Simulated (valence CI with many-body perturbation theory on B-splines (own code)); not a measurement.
## Valence orbitals of Er18+

Level of theory: configuration interaction combined with many-body perturbation theory (CI+MBPT): four valence electrons over a frozen Dirac-Fock core [Kr] 4d10, a basis of 8 s, 8 p, 9 d, 9 f, 6 g, 3 h, 2 i functions for each j, with the one-electron correlation potential Σ1, the two-electron term Σ2, the three-electron term Σ3, Breit, model QED; selected CI, second order for the rest, scaled by the run's own slope (own B-spline code, finite nucleus).

No measured levels were compared; by estimate terms of the open shell hold to a few per cent of their energy, and close levels can change places. Core correlation moves these levels by up to 3400 cm⁻¹, and in measured spectra 5 to 20 % of such shifts remained as error; rates that hang on mixing are uncertain with them. Only levels of the ground parity were solved; by the run's estimate the other parity begins above the list, which can be wrong where configurations are misplaced.

These are the spectroscopic orbitals of the CI (the correlating ones are not listed), shaped by the core and the other valence electrons. h is the expectation value of the core's Dirac-Fock operator, without the valence repulsion; Σ1 is computed up to l = 3 at one energy for each symmetry, that of its lowest orbital but kept below the first core excitation, so for empty shells it is not the orbital's own correlation shift; Breit and QED include the response of the core.

| Orbital | h (hartree) | Σ1 (cm⁻¹) | Breit (cm⁻¹) | QED (cm⁻¹) | ⟨r⟩ (bohr) |
| --- | --- | --- | --- | --- | --- |
| 5s1/2 | -18.125 | -19693 | 1784 | 1546 | 0.9802 |
| 6s1/2 | -10.987 | -5848 | 780 | 671 | 1.633 |
| 7s1/2 | -7.4197 | -2784 | 430 | 373 | 2.425 |
| 5p1/2 | -16.838 | -18887 | 2709 | -6.0 | 1.021 |
| 6p1/2 | -10.356 | -5921 | 1241 | -2.7 | 1.696 |
| 7p1/2 | -7.0606 | -2876 | 699 | -1.4 | 2.514 |
| 5p3/2 | -16.258 | -16596 | 1537 | 131 | 1.061 |
| 6p3/2 | -10.079 | -5475 | 717 | 60.7 | 1.745 |
| 7p3/2 | -6.9051 | -2710 | 442 | 34.7 | 2.572 |
| 5d3/2 | -14.157 | -12492 | 818 | -87.6 | 1.152 |
| 6d3/2 | -9.0419 | -4956 | 439 | -45.6 | 1.871 |
| 7d3/2 | -6.3043 | -2583 | 259 | -26.6 | 2.750 |
| 5d5/2 | -14.041 | -12006 | 452 | -40.0 | 1.163 |
| 6d5/2 | -8.9839 | -4805 | 243 | -20.8 | 1.884 |
| 7d5/2 | -6.2709 | -2513 | 146 | -12.1 | 2.766 |
| 4f5/2 | -20.454 | -28189 | -298 | -286 | 0.5596 |
| 5f5/2 | -11.603 | -9288 | 18.9 | -67.0 | 1.284 |
| 4f7/2 | -20.382 | -27667 | -1057 | -227 | 0.5631 |
| 5f7/2 | -11.579 | -9220 | -176 | -51.0 | 1.287 |
| 5g7/2 | -9.782 |  | -49.3 | -7.7 | 1.368 |
| 5g9/2 | -9.7811 |  | -77.5 | -5.0 | 1.369 |

Among the shells of the start configuration 4f4, Σ1 is largest in size for 4f5/2, where it is 0.63 % of h.

Lowest root of each symmetry, sizes in configuration state functions:

| J | Parity | Roots | Reference | Variational | Second order | Change by selected CI (cm⁻¹) | Change by second order (cm⁻¹) |
| --- | --- | --- | --- | --- | --- | --- | --- |
| 0 | even | 3 | 16 | 9169 | 54955 | -7778 | -7 |
| 1 | even | 5 | 31 | 22970 | 104353 | -6698 | -5 |
| 2 | even | 11 | 55 | 25881 | 196717 | -6978 | -27 |
| 3 | even | 9 | 55 | 23377 | 290475 | -6744 | -62 |
| 4 | even | 12 | 62 | 24756 | 249007 | -5457 | -58 |
| 5 | even | 9 | 49 | 24007 | 201291 | -5350 | -61 |
| 6 | even | 9 | 41 | 24398 | 33233 | -5335 | -43 |
| 7 | even | 6 | 25 | 23430 | 145444 | -5386 | -28 |
| 8 | even | 6 | 18 | 24785 | 117394 | -5486 | -10 |
| 9 | even | 2 | 7 | 18026 | 76822 | -6226 | -9 |
| 10 | even | 2 | 3 | 13382 | 50644 | -6259 | -5 |
